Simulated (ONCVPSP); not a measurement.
Which change was made? (Pt, ONCV)

- Element: platinum (Pt)
- Generator: ONCVPSP 4.0.1
- Type: optimised norm-conserving Vanderbilt (ONCV)
- Functional: PW91
- Relativity: scalar-relativistic
- Frozen core: [Kr] 4d10 4f14
- Valence charge: 18
- Reference configuration: 5s2 5p6 5d9 6s1
- Partial waves: 5s+6s: rc 1.75 bohr, ncon 4, nbas 7, qcut 8.6 1/bohr, 2 projectors; 5p: rc 1.90 bohr, ncon 4, nbas 9, qcut 6.1 1/bohr, 2 projectors, debl 3.9 Ha; 5d: rc 1.95 bohr, ncon 3, nbas 8, qcut 7.6 1/bohr, 1 projector
- Local potential: polynomial inside 1.55 bohr (lpopt 5, dvloc0 1 Ha)
- Core correction: polynomial model core, fcfact 0.5

Cutoffs, loose and tight: the cutoffs (Ha) at which the residual kinetic energy of the hardest occupied pseudo-wave falls to 1 and 0.1 mHa per electron. They do not see the model core or the augmentation charge, which bear on the density cutoff. Test errors are all-electron minus pseudo excitation energies from the reference, over the configurations 5s2 5p6 5d9 6s0; 5s2 5p6 5d8 6s0; 5s2 5p6 5d7 6s0; 5s1 5p6 5d9 6s1; variants that change the core or the reference have their own tests.

The base gives: outcome: generated; cutoff, loose: 22 Ha; cutoff, tight: 27 Ha; bound ghosts: none; GHOST(+) flags above zero: none; largest test error (meV): -525.

(1) After one change the result is: outcome: generated; cutoff, loose: 29 Ha; cutoff, tight: 62 Ha; bound ghosts: none; GHOST(+) flags above zero: s; largest test error (meV): -209. Which change was it?
A. all radii but the core radius scaled by about 0.80 (s 1.40, p 1.52, d 1.56 bohr); local potential polynomial inside 1.24 bohr (lpopt 5, dvloc0 1 Ha)
B. all radii but the core radius scaled by about 1.10 (s 1.92, p 2.10, d 2.14 bohr); local potential polynomial inside 1.70 bohr (lpopt 5, dvloc0 1 Ha)
C. all radii but the core radius scaled by about 1.33 (s 2.32, p 2.52, d 2.58 bohr); local potential polynomial inside 2.06 bohr (lpopt 5, dvloc0 1 Ha)
D. all radii but the core radius scaled by about 0.95 (s 1.66, p 1.80, d 1.84 bohr); local potential polynomial inside 1.48 bohr (lpopt 5, dvloc0 1 Ha)

Results:

(1) A. The others give: all radii but the core radius scaled by about 1.33 (s 2.32, p 2.52, d 2.58 bohr); local potential polynomial inside 2.06 bohr (lpopt 5, dvloc0 1 Ha) → outcome: generated, projector energies reset by the program; cutoff, loose: 16 Ha; cutoff, tight: 19 Ha; bound ghosts: none; GHOST(+) flags above zero: none; largest test error (meV): -1156 | all radii but the core radius scaled by about 1.10 (s 1.92, p 2.10, d 2.14 bohr); local potential polynomial inside 1.70 bohr (lpopt 5, dvloc0 1 Ha) → outcome: generated; cutoff, loose: 20 Ha; cutoff, tight: 25 Ha; bound ghosts: none; GHOST(+) flags above zero: none; largest test error (meV): -683 | all radii but the core radius scaled by about 0.95 (s 1.66, p 1.80, d 1.84 bohr); local potential polynomial inside 1.48 bohr (lpopt 5, dvloc0 1 Ha) → outcome: generated; cutoff, loose: 24 Ha; cutoff, tight: 28 Ha; bound ghosts: none; GHOST(+) flags above zero: none; largest test error (meV): -408.
